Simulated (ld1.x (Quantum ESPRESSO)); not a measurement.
# What one change does to a pseudopotential (Ga, ultrasoft)

```
Element                 : gallium (Ga)
Generator               : ld1.x (Quantum ESPRESSO) 7.5
Type                    : ultrasoft
Functional              : PBE
Relativity              : scalar-relativistic
Frozen core             : [Ar] 3d10
Valence charge          : 3
Reference configuration : 4s2 4p0.75 (charge +0.25)
Partial waves           : 4s (bound): rcut 1.50, rcutus 1.90 bohr; 4s channel at 0.6 Ry: rcut 1.50, rcutus 1.90 bohr; 4p (bound): rcut 1.65, rcutus 2.15 bohr; 4p channel at 0.7 Ry: rcut 1.65, rcutus 2.15 bohr; 4d channel at 0.2 Ry: rcut 1.80, rcutus 2.05 bohr
Local potential         : all-electron potential smoothed inside 1.90 bohr (lloc = -2)
Core correction         : Bessel-smoothed model core, default radius (core density twice the valence density)
Augmentation charge     : built from norm-conserving waves at rcut, not smoothed further
```

All-electron outer shells of the reference configuration (PBE, scalar-relativistic, ld1.x):

| shell | level (eV) | outermost node (bohr) | outermost maximum (bohr) |
| --- | --- | --- | --- |
| 3d | -20.99 | – | 0.53 |
| 4s | -10.62 | 0.81 | 1.87 |
| 4p | -4.04 | 0.87 | 2.47 |

Change: functional LDA (PZ); added wave 4d channel at 2.1 Ry: rcut 1.80, rcutus 2.05 bohr.

Cutoffs: the cutoffs (Ry, on a coarse ladder) from which the occupation-weighted sum of valence levels, in a spherical-Bessel basis at the reference potential, stays within 10 and 1 mRy of its value at 400 Ry; they do not see the model core or the augmentation charge, which bear on the density cutoff. Errors are all-electron minus pseudo energies relative to the spin-unpolarised reference configuration.

Task: What does the change do?

Result: Both files are very soft, the changed one slightly harder (loose and tight cutoff 8 and 10 Ry → 8 and 12 Ry on this coarse ladder); a bound ghost appears in d, which as a rule spoils a file; the number of tests with a reliable result goes from 7 to 9; the errors of the 7 common tests hardly move; the range in which the d phases agree widens (upper end 0.7 → at the end of the scan).

| quantity | base | changed |
| --- | --- | --- |
| cutoff, loose | 8 Ry | 8 Ry |
| cutoff, tight | 10 Ry | 12 Ry |
| bound ghosts | none | d |
| error for 4s2 4p1, meV [ΔE -0.82 → -0.87 eV] | -0.2 | -0.2 |
| error for 4s2 4p0, meV [ΔE 4.86 → 5.02 eV] | -8.7 | -8.6 |
| error for 4s1 4p0, meV [ΔE 25.99 → 26.52 eV] | -172 | -170 |
| error for 4s0 4p3, meV [ΔE 12.55 → 12.68 eV] | -63 | -56 |
| error for 4s2 4p1.3, meV [ΔE -1.36 → -1.44 eV] | -0.8 | -0.8 |
| error for 4s1 4p1, meV [ΔE 12.24 → 12.47 eV] | -45 | -44 |
| error for 4s1 4p2, meV [ΔE 5.71 → 5.75 eV] | -15 | -13 |
| s: phases at 2.36 bohr within 0.05 rad from the reference energy up to (Ry; the scan ends near 5) | 4.5 | 4.5 |
| p: phases at 2.36 bohr within 0.05 rad from the reference energy up to (Ry; the scan ends near 5) | to the end of the scan | to the end of the scan |
| d: phases at 2.36 bohr within 0.05 rad from the reference energy up to (Ry; the scan ends near 5) | 0.7 | to the end of the scan |
| lowest overlap eigenvalue by channel | s 0.37, p 0.62, d 1.00 | s 0.37, p 0.61, d 1.00 |

 A true bound ghost makes a file unfit for plane-wave use even where its test errors are small: the radial tests pick states by their node count and pass the ghost by.
